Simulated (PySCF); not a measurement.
This PySCF input asks for the NMR shieldings of `C=CCN(C)[SiH2]P`, C4H12NPSi; the geometry comes from GFN2-xTB.

```python
import basis_set_exchange as bse
import numpy as np
from pyscf import gto, dft
from pyscf.prop import nmr

atoms = """
C    -1.301227    2.230723    0.262670
C    -1.465729    0.962721   -0.061861
C    -0.917758   -0.181278    0.737642
N    -0.025713   -1.032540   -0.025230
C    -0.686884   -1.978546   -0.886481
Si    1.592943   -0.570784   -0.357586
P     2.236330    0.688387    1.376561
H    -0.774134    2.516243    1.159006
H    -1.691580    3.034250   -0.339042
H    -1.996410    0.688935   -0.964409
H    -1.742282   -0.799352    1.115524
H    -0.360950    0.210947    1.595653
H    -1.417793   -2.555644   -0.314036
H     0.052827   -2.660525   -1.297105
H    -1.204366   -1.497409   -1.722870
H     2.382967   -1.807380   -0.390120
H     1.794829    0.133533   -1.641418
H     1.958843    1.898655    0.770030
H     3.556283    0.728315    0.975611
"""
names = dict.fromkeys(["C", "N", "Si", "P", "H"], "pcSseg-1")
basis = {el: gto.basis.parse(bse.get_basis(n, elements=[el], fmt="nwchem")) for el, n in names.items()}
mol = gto.M(atom=atoms, basis=basis, charge=0, verbose=0)
mf = dft.RKS(mol, xc="PBE0")
mf.grids.level = 2
mf.grids.alignment = dft.numint.BLKSIZE   # the property module wants whole blocks of grid points
mf.conv_tol = 1e-9
mf.kernel()

calc = nmr.RKS(mf)   # GIAO
C = mf.mo_coeff
Co = C[:, mf.mo_occ > 0]
resp = mf.gen_response(singlet=True, hermi=2)
def vind(x):   # induced exchange potential for any number of trial vectors
    d = np.einsum("pi,xij,qj->xpq", C, 2 * x.reshape(-1, C.shape[1], Co.shape[1]), Co, optimize=True)
    return np.einsum("xpq,pi,qj->xij", resp(d - d.transpose(0, 2, 1)), C, Co, optimize=True).ravel()
mo1, _ = nmr.rhf.solve_mo1(calc, with_cphf=vind)
sigma = calc.kernel(mo1)
for i, s in enumerate(sigma):   # ppm
    print("%2d %-2s %9.2f" % (i, mol.atom_pure_symbol(i), np.trace(s) / 3))
```

Q: What does it print?

A: 
```
 0 C      64.36
 1 C      44.36
 2 C     127.06
 3 N     241.79
 4 C     146.96
 5 Si    380.12
 6 P     618.71
 7 H      26.45
 8 H      26.38
 9 H      25.25
10 H      28.47
11 H      27.87
12 H      29.12
13 H      28.94
14 H      28.73
15 H      26.82
16 H      26.26
17 H      30.46
18 H      30.88
```

These numbers come from an equivalent density-fitted implementation of the same equations, which agrees with the script to about 0.01 ppm for H and up to a few tenths of a ppm for heavy atoms, so last digits may differ.

Q: Turn these shieldings into chemical shifts. Scale: ¹³C (σref 186.93), ²⁹Si (σref 349.16), ¹H (σref 31.72) vs TMS; ¹⁵N (σref 267.73) against NH3; ³¹P (σref 318.38) vs H3PO4 (reference shieldings calculated alike).

A: Averaging equivalent atoms: C 1: 142.6; C 0: 122.6; C 2: 59.9; C 4: 40.0; N 3: 25.9; Si 5: -31.0; P 6: -300.3; H 9: 6.47; H 8: 5.34; H 7: 5.26; H 15/16: 5.17; H 10/11: 3.55; H 12/13/14: 2.79; H 17/18: 1.04 ppm. Experimental scales use liquid or dissolved standards, which lie at an offset from isolated NH3 (liquid NH3: subtract about 20 ppm) and H3PO4.

Size and cost of the density-fitted run: 193 basis functions, 57 s wall time on 1 thread of an Arm Neoverse N1, shared host; peak memory 0.86 GiB.
